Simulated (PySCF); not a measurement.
## Dipole moment and polarisability of `C#CC(=C)C(C)=O`

Compound: C₆H₆O.
Geometry (GFN2-xTB, Å), atoms numbered from 1 in this order:
```
atom  x, y, z in Å
C1     1.6471   -1.7951    0.0172
C2     1.1146   -0.7334    0.1935
C3     0.4918    0.5205    0.4038
C4     1.1600    1.5670    0.9012
C5    -0.9563    0.6639    0.0530
C6    -1.6091   -0.5748   -0.4967
O7    -1.5434    1.7077    0.2085
H8     2.1176   -2.7204   -0.1354
H9     2.2019    1.5115    1.1669
H10    0.6479    2.5039    1.0458
H11   -1.0914   -0.8903   -1.4007
H12   -1.5302   -1.3816    0.2298
H13   -2.6547   -0.3784   -0.7188
```

Level: PBE0/def2-SVPD (PySCF), static field, nuclei fixed, core orbitals frozen in the response. The polarisability tensor in these axes (au):

```
x   76.02 -6.79  6.00
y   -6.79 92.73 12.16
z    6.00 12.16 51.68
```

Problem. What are the eigenvalues, a third of the trace, and Δα (Δα² = ½Σ(αi − αj)² over the three pairs)?

Solution. Principal values 46.38, 76.77 and 97.28 au; mean 73.48 au = 10.89 Å³ = 12.11 × 10⁻⁴⁰ C²·m²/J; Δα = 44.36 au (60 % of the mean).

Problem. What is the dipole moment, and where does it point?

Solution. (1.66, -2.02, -0.16) D, 2.62 D in size, pointing from the negative to the positive side. Measured along this direction, the outermost atoms are O7 at the negative end and H8 at the positive end.

Problem. What depolarisation ratio follows for Rayleigh scattering of linearly polarised light, taking the static tensor?

Solution. ρ = 3Δα²/(45ᾱ² + 4Δα²) = 5902.8/(242945 + 7870.4) = 0.0235.

Problem. Find the Langevin capture rate constant for H3O+ (19.018 u) meeting this molecule (94.042 u), k = 2.342 × 10⁻⁹ cm³/s × √(α in Å³ / reduced mass in u).

Solution. The reduced mass is 15.82 u, so k = 1.94 × 10⁻⁹ cm³/s. The formula leaves out the permanent dipole, which adds to the capture rate.

Problem. In TDDFT the mean static polarisability is Σ f/ω² over all singlet excitations (ω in hartree). How much of it do the 6 lowest give? Their energies (eV) and oscillator strengths: 3.59, 0.0001; 4.87, 0.1267; 5.08, 0.0000; 6.01, 0.0003; 6.35, 0.0000; 6.40, 0.0539.

Solution. They add up to 4.95 au, 6.7 % of the 73.48 au; the largest single term is 3.96 au, from the state at 4.87 eV. Terms in order: 0.01, 3.96, 0.00, 0.01, 0.00, 0.98 au. Higher excitations give the rest. The strengths listed sum to 0.181.

Isolated species at its GFN2-xTB geometry (one conformer only).

These values come from a run that also computed excited states. The run took about 70 s of CPU time (with the writing of density and orbital grids) (one thread, shared machine).
